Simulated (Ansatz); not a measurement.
Ideal-gas functions of CH3AlOTe, SMILES `[TeH][Al]1[CH2][O]1` at 400 K and 1 bar, from an Ansatz frequency run at PBE0-D4/def2-TZVP.

Molar mass 185.62 g/mol, point group Cs (symmetry number 1), electronic degeneracy 1, moments of inertia 21.741, 485.832, 504.296 u Å². Harmonic wavenumbers (cm⁻¹, unscaled): 110, 131, 172, 255, 469, 668, 679, 716, 982, 1107, 1108, 1468, 2146, 3073, 3144.

Use S(trans) = R[1.5 ln M + 2.5 ln T − 1.1517]; rotational temperatures θ = 24.2544 K / I; S(rot) = R[ln(√π/σ · √(T³/θAθBθC)) + 1.5]; for each mode x = 1.438777 ν̃/T, S = R[x/(eˣ − 1) − ln(1 − e⁻ˣ)] and H = RT x/(eˣ − 1); 1 cm⁻¹ = 0.0119627 kJ/mol; R = 8.31446 J/(mol·K).

By hand: the entropy, in J/(mol·K).

Translation 180.1. Rotation: θ = 1.1156, 0.0499, 0.0481 K, giving 116.6. Vibration, mode by mode: 16.08, 14.65, 12.44, 9.32, 4.89, 2.78, 2.69, 2.42, 1.13, 0.79, 0.78, 0.27, 0.03, 0.00, 0.00, in all 68.3. Electronic 0.0. Sum 365.0 J/(mol·K).

By hand: H − E and G − E in kJ/mol, counted from the electronic energy.

Zero-point energy ½ × 16228 × 0.0119627 = 97.1; thermal vibration 14.3; translation, rotation and pV give 4 RT = 13.3. H − E = 124.7 kJ/mol, and G − E = 124.7 − 400 × 365.0/1000 = -21.3 kJ/mol.

Vibration gives 19 % of the entropy, 30.7 J/(mol·K) of it from the modes under 150 cm⁻¹: soft modes count most, and the harmonic formula is weakest for them.
